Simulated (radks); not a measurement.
Task: Valence configurations of neutral rhenium (all share [Xe]). Calculated with a radial shooting solver on a logarithmic mesh with Libxc functionals: Dirac Kohn-Sham, PBEsol, spin-unpolarised, spherical densities, point nucleus; open shells fill j = l - 1/2 first. Order these by energy: 4f13.5 5d7 6s0.5; 4f14 5d5.5 6s1.5; 4f13 5d6 6s2; 4f14 5d5 6s1.5 6p0.5; 4f14 5d7; 4f14 5d4.5 6s2 6p0.5; 4f14 5d5 6s1 6p1; 4f14 5d3 6s2 6p2; 4f14 5d5 6s2; 4f14 5d4 6s2 6p1.

Result: From the lowest, in eV above it: 4f14 5d5 6s2 0.000; 4f14 5d5.5 6s1.5 0.620; 4f14 5d4.5 6s2 6p0.5 1.792; 4f14 5d5 6s1.5 6p0.5 2.148; 4f14 5d7 3.381; 4f14 5d4 6s2 6p1 3.999; 4f14 5d5 6s1 6p1 4.344; 4f14 5d3 6s2 6p2 10.791; 4f13.5 5d7 6s0.5 20.675; 4f13 5d6 6s2 40.005. NIST lists [Xe] 4f14 5d5 6s2 as the ground configuration; this level of theory agrees among the configurations tried. The energies are those of spherical spin-averaged densities, not of single terms.
